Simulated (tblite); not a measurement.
Parent: `[OH:1][SiH:2]1[S:3][CH:4]=[CH:5][S:6]1` with H–O1–Si2–S3 57°, C2H4OS2Si.

The geometries are computed with GFN2-xTB (gas phase). One conformer each, not checked by frequencies here.

| coordinate of the parent | value |
| --- | --- |
| O1–Si2 | 1.612 Å |
| Si2–S3 | 2.150 Å |
| S3–C4 | 1.750 Å |
| C4=C5 | 1.329 Å |
| C5–S6 | 1.750 Å |
| Si2–S6 | 2.150 Å |
| O1–Si2–S3 | 114.7° |
| O1–Si2–S6 | 114.7° |
| S3–Si2–S6 | 99.0° |
| Si2–S3–C4 | 96.7° |
| S3–C4–C5 | 123.7° |
| C4–C5–S6 | 123.7° |
| Si2–S6–C5 | 96.7° |

How does the shared frame change in `[CH3:1][O:2][C:3](=[O:4])[Si:5]1([OH:6])[S:7][CH:8]=[CH:9][S:10]1` with C1–O2–C3–O4 0°, O2–C3–Si5–O6 180°, C3–Si5–O6–H 0°, C4H6O3S2Si? Atoms pair as O1 = O6, Si2 = Si5, S3 = S7, C4 = C8, C5 = C9, S6 = S10 (parent first).

```csv
parent,relative,value in the relative,change
O1–Si2,O6–Si5,1.618 Å,+0.006
Si2–S3,Si5–S7,2.146 Å,-0.004
S3–C4,S7–C8,1.747 Å,-0.003
C4=C5,C8=C9,1.328 Å,-0.001
C5–S6,C9–S10,1.747 Å,-0.003
Si2–S6,Si5–S10,2.147 Å,-0.003
O1–Si2–S3,O6–Si5–S7,110.6°,-4.1
O1–Si2–S6,O6–Si5–S10,110.8°,-3.9
S3–Si2–S6,S7–Si5–S10,99.7°,+0.7
Si2–S3–C4,Si5–S7–C8,95.8°,-0.9
S3–C4–C5,S7–C8–C9,124.0°,+0.3
C4–C5–S6,C8–C9–S10,124.0°,+0.3
Si2–S6–C5,Si5–S10–C9,95.8°,-0.9
```

Of the parent's bonds, O1–Si2 changes most (+0.006 Å). Bonds of the relative outside the shared frame: C1–O2 1.426, O2–C3 1.320, C3=O4 1.209, C3–Si5 1.913 Å. Point group Cs → Cs.
